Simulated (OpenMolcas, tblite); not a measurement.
# SiF4 (silicon tetrafluoride): the vertical ionisation energy, rung by rung

SiF4: 5 atoms, total charge 0, spin state singlet. SMILES: `F[Si](F)(F)F`. The shape is that of a PBE0-D4/def2-TZVP optimisation.

```xyz
5

F     0.1432   -0.7919    1.3385
Si    0.0000    0.0000    0.0000
F    -1.0471    1.1444    0.1817
F    -0.4772   -0.9678   -1.1290
F     1.3811    0.6153   -0.3912
```

Each level gives the vertical ionisation energy (to the doublet cation) (eV). The values are calculated.

```json
{"level": "IPEA1-xTB", "kind": "semi-empirical", "program": "tblite", "value (eV)": "18.12", "CPU time (all runs)": "under 2 s"}
{"level": "HF/6-311+G**", "kind": "Hartree–Fock", "program": "OpenMolcas", "value (eV)": "16.47", "CPU time (all runs)": "1.9 min"}
{"level": "SVWN5/6-311+G**", "kind": "LDA", "program": "OpenMolcas", "value (eV)": "14.89", "CPU time (all runs)": "2.5 min"}
{"level": "BLYP/6-311+G**", "kind": "GGA", "program": "OpenMolcas", "value (eV)": "14.50", "CPU time (all runs)": "4.9 min"}
{"level": "M06-L/6-311+G**", "kind": "meta-GGA", "program": "OpenMolcas", "value (eV)": "14.90", "CPU time (all runs)": "4.2 min"}
{"level": "TPSS/6-311+G**", "kind": "meta-GGA", "program": "OpenMolcas", "value (eV)": "14.64", "CPU time (all runs)": "3.7 min"}
{"level": "r2SCAN/6-311+G**", "kind": "meta-GGA", "program": "OpenMolcas", "value (eV)": "15.01", "CPU time (all runs)": "3.8 min"}
{"level": "PBE0/6-311+G**", "kind": "global hybrid", "program": "OpenMolcas", "value (eV)": "15.59", "CPU time (all runs)": "2.5 min"}
```

The values span 14.50 to 18.12 eV. The xTB values lack the empirical shift that such differences need. Times are those of the runs behind each value, whatever else they computed, on shared processors of several kinds: orders of magnitude only.
